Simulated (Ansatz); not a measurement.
C6H15N, SMILES `CCNC(C)(C)C`, 22 atoms. Charge 0, multiplicity 1. All runs use 3 threads of an AMD EPYC 7R13 on a shared host and a share of an NVIDIA H100 80 GB. Correlated methods freeze the cores.

Give the basis size and wall time and peak host memory of each of these runs in Ansatz. RHF-CCSD(T)/def2-SVP energy; RKS r2SCANh-D4/def2-TZVPP energy; RKS PBE0-D4/def2-TZVP relaxation (8 steps); RKS ωB97M-V/def2-SVP energy; RKS PBE0-D4/def2-QZVPP energy; RKS PBE0-D4/def2-SVP energy; RHF-CCSD(T)/def2-TZVPP energy; RKS PBE-D4/def2-TZVPP energy and forces; RKS PBE-QIDH (frozen core)/def2-TZVPP energy; RKS BLYP-D4/def2-TZVPP energy; direct RPA on PBE orbitals/def2-TZVPP energy; RKS ωB97M-V/def2-QZVPP energy. (An estimate is asked.)

The calculation gave: Other jobs shared the machine, so times are rough.

```tsv
level	job	functions	wall time	peak host memory (GiB)
RKS BLYP-D4/def2-TZVPP	energy	427	2.7 s	0.92
RKS PBE0-D4/def2-SVP	energy	173	3.4 s	0.83
RKS r2SCANh-D4/def2-TZVPP	energy	427	3.6 s	0.95
RKS PBE-D4/def2-TZVPP	energy and forces	427	3.6 s	0.93
RHF-CCSD(T)/def2-SVP	energy	173	5 s	0.8
RKS ωB97M-V/def2-SVP	energy	173	5.5 s	0.92
RKS PBE-QIDH (frozen core)/def2-TZVPP	energy	427	5.5 s	2.1
RKS PBE0-D4/def2-QZVPP	energy	849	7.5 s	1.4
RKS ωB97M-V/def2-QZVPP	energy	849	13 s	1.5
direct RPA on PBE orbitals/def2-TZVPP	energy	427	20 s	2.1
RKS PBE0-D4/def2-TZVP	relaxation (8 steps)	307	22 s	0.94
RHF-CCSD(T)/def2-TZVPP	energy	427	49 s	2
```
